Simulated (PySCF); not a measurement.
CrO2, SMILES [O]=[Cr]=[O] (connectivity only; charge and spin as stated), neutral, multiplicity 3.

Geometry: PBE0-D3(BJ)/def2-TZVP. The multiplicity is an assumed one; other spin states were not compared.

The numbers are results of PBE0-D3(BJ)/def2-TZVP run with PySCF 2.14.0, not measurements.

Frequencies are harmonic and unscaled.

| mode | ν (cm⁻¹) | IR (km/mol) | moving atoms (share of kinetic energy) |
|---|---|---|---|
| 1 | 241 | 47.4 | O 73 %, Cr 27 % |
| 2 | 1018 | 23.9 | O 89 %, Cr 11 % |
| 3 | 1061 | 511.3 | O 66 %, Cr 34 % |
